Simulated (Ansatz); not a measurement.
Species: CH₇ClNSi₂ (charge 0, doublet). It need not be the lowest isomer of its formula. 
Coordinates optimised at B3LYP-D3(BJ)/def2-TZVP (Ansatz, a first-principles code):
```xyz
12

Si     0.4982     0.5398    -0.4798
C      1.2587    -1.0752    -1.0589
Cl     1.6093     1.2786     1.1369
N     -1.1158     0.2294     0.0437
Si    -2.1099    -1.1772    -0.1984
H      0.7065    -1.4808    -1.9086
H      2.2923    -0.9154    -1.3650
H      1.2475    -1.8071    -0.2467
H     -1.5591     0.9840     0.5506
H     -3.4991    -0.8158     0.1613
H     -1.6708    -2.3205     0.6371
H     -2.0543    -1.6115    -1.6134
```
Charge 0, spin multiplicity 2.

Total electronic energies in hartree. Cores are frozen in the correlated levels unless marked. Open shells are spin-unrestricted. No spin-orbit coupling. Non-relativistic. CBS marks a two-point X^-3 extrapolation of the correlation energy; Hartree-Fock from the larger set. [CCSD(T)-MP2]/basis is that difference in the basis named.

```csv
level,program,energy (Eh)
BLYP/def2-TZVPD,Ansatz,-1136.33631
revPBE-D4/def2-TZVPD,Ansatz + dftd4,-1136.18960
r2SCAN/def2-TZVPD,Ansatz,-1136.26000
r2SCAN-D3(BJ)/def2-TZVPD,Ansatz + dftd3,-1136.26364
r2SCAN-D4/def2-TZVPD,Ansatz + dftd4,-1136.26311
B3LYP-D3(BJ)/def2-TZVPD,Ansatz + dftd3,-1136.48028
B3LYP-D4/def2-TZVPD,Ansatz + dftd4,-1136.47800
PBE0/STO-3G,Ansatz,-1122.91711
PBE0-D3(BJ)/def2-TZVP,Ansatz + dftd3,-1135.89421
PBE0-D4/def2-TZVP,Ansatz + dftd4,-1135.89372
PBE0/def2-TZVPD,Ansatz,-1135.88500
BHLYP-D3(BJ)/def2-TZVPD,Ansatz + dftd3,-1136.35927
BHLYP/def2-TZVPD,Ansatz,-1136.34060
r2SCANh-D4/def2-TZVPD,Ansatz + dftd4,-1136.25514
r2SCAN0-D4/def2-TZVPD,Ansatz + dftd4,-1136.24432
HSE06/def2-TZVPD,Ansatz,-1135.85855
CAM-B3LYP-D3(BJ)/def2-TZVPD,Ansatz + dftd3,-1136.38432
SCS-MP2/cc-pV(Q+d)Z,Ansatz,-1134.82781
CCSD/6-31G*,Ansatz,-1134.40614
CCSD/cc-pV(Q+d)Z,Ansatz,-1134.87135
CCSD(T)/6-31G,Ansatz,-1134.01734
"RI-MP2/CBS(cc-pV(T+d)Z,cc-pV(Q+d)Z)+[CCSD(T)-MP2]/cc-pV(Q+d)Z",Ansatz,-1134.9563
"CCSD(T)/CBS(cc-pV(T+d)Z,cc-pV(Q+d)Z)",Ansatz,-1134.9541
```

Totals of different functionals don't rank their quality; only differences between species are comparable.
